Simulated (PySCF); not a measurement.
PySCF 2.14 output of an unrestricted LDA calculation on a single atom or ion in jorge-DZP-DKH (8s6p2d1f, 43 functions), with the spin-free X2C one-electron Hamiltonian (Gaussian nucleus):

```
SCF conv_tol = 1e-09
number electrons alpha = 11  beta = 9
    P. A. M. Dirac.,  Math. Proc. Cambridge Philos. Soc. 26, 376 (1930)
    F. Bloch.,  Z. Phys. 57, 545 (1929)
    S. H. Vosko, L. Wilk, and M. Nusair.,  Can. J. Phys. 58, 1200 (1980)
cycle= 1 E= -761.950058507853  delta_E= -0.0192  |g|= 0.0386  |ddm|= 0.55
cycle= 2 E= -761.950102098841  delta_E= -4.36e-05  |g|= 0.00603  |ddm|= 0.0403
cycle= 3 E= -761.95010378314  delta_E= -1.68e-06  |g|= 0.000641  |ddm|= 0.00721
cycle= 4 E= -761.950103890874  delta_E= -1.08e-07  |g|= 0.000361  |ddm|= 0.00212
cycle= 5 E= -761.950103913645  delta_E= -2.28e-08  |g|= 1.04e-05  |ddm|= 0.000777
cycle= 6 E= -761.950103913685  delta_E= -4.02e-11  |g|= 3.97e-07  |ddm|= 4.3e-05
converged SCF energy = -761.950103913685  <S^2> = 2.0001371  2S+1 = 3.0000914
```

The run itself started from symmetry-adapted Hartree-Fock orbitals and held the occupation by maximum overlap, on a logarithmic radial grid, so the iterations belong to that start.

Problem. Which element, charge and spin multiplicity is this?

Solution. Sc⁺ (scandium, charge +1), multiplicity 3; the state was [Ar] 3d1 4s1, high-spin 3D determinant.
